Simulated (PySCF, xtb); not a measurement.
C₂H₁₀N₂Si₂, SMILES N[Si@@H]1C[SiH2]CN1. Other conformers were not sampled.

Harmonic wavenumbers (cm⁻¹) from GFN2-xTB run with xtb 6.7.1 at its own minimum, in rising order: 35, 121, 169, 198, 242, 309, 409, 460, 518, 529, 548, 617, 640, 659, 686, 713, 744, 777, 784, 793, 811, 863, 910, 985, 1109, 1143, 1177, 1196, 1358, 1471, 1501, 1525, 2171, 2203, 2212, 2846, 2925, 2997, 3014, 3451, 3483, 3527.

**Question.** What does PBE-D3(BJ)/def2-SVP in PySCF give at its own minimum? (An estimate is asked for; the answer gives what the named calculation found.)

**Answer.** 60, 141, 194, 242, 294, 339, 353, 417, 468, 492, 569, 623, 640, 675, 683, 713, 745, 780, 815, 846, 857, 899, 919, 947, 971, 1091, 1135, 1170, 1311, 1328, 1424, 1481, 2113, 2145, 2151, 2892, 2976, 3002, 3071, 3492, 3505, 3595. Paired by order, the mean absolute difference is 40 cm⁻¹ and the zero-point energies are 75.5 and 75.1 kcal/mol.
